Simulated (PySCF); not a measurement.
# MoP from Hartree–Fock to correlated methods

State: ⁴Σ⁻ (quartet), unpaired electrons σ ↑, δ ↑↑. Set-up: PySCF, scalar-relativistic core potentials, basis sets Mo def2-TZVPP with ECP28, P def2-TZVPP. De refers to Mo (4d5 5s1) + P in their high-spin ground configurations, without counterpoise correction. The functionals are run spin-unrestricted. A positive dipole means Mo(−)P(+). Levels whose curve was spin-contaminated or gave no clean fit are not listed.

```
       Level  Re (Å)  ωe (cm⁻¹)  De (eV)  μ (D)  CPU s a point (SCF and correlation, without the integrals)
        ROHF   2.046        630      n/a  -5.08                                                         1.8
    ROHF-MP2   2.103        559      n/a    n/a                                                         3.4
ROHF-SCS-MP2   2.106        553      n/a    n/a                                                         n/a
   ROHF-CCSD   2.098        530     2.19    n/a                                                         n/a
ROHF-CCSD(T)   2.113        526     2.95    n/a                                                         240
```

The bond length runs from 2.046 Å (ROHF) to 2.113 Å (ROHF-CCSD(T)).

Correlated steps freeze 5 core orbitals. Spin–orbit coupling is left out, which matters for elements this heavy, above all for dissociation energies. The CCSD T1 diagnostic is raised, a sign that a single reference may not be enough here. UHF is strongly spin-contaminated for MoP, so the ROHF reference used there is far from stable. The state is the lowest single determinant that the PBE0 search found; with open d or f shells the true ground state can be another one.

The whole job (state search and all levels along the bond) took about 26 min on 2 threads of Arm Neoverse V1 (shared host), peak memory 4.5 GiB.
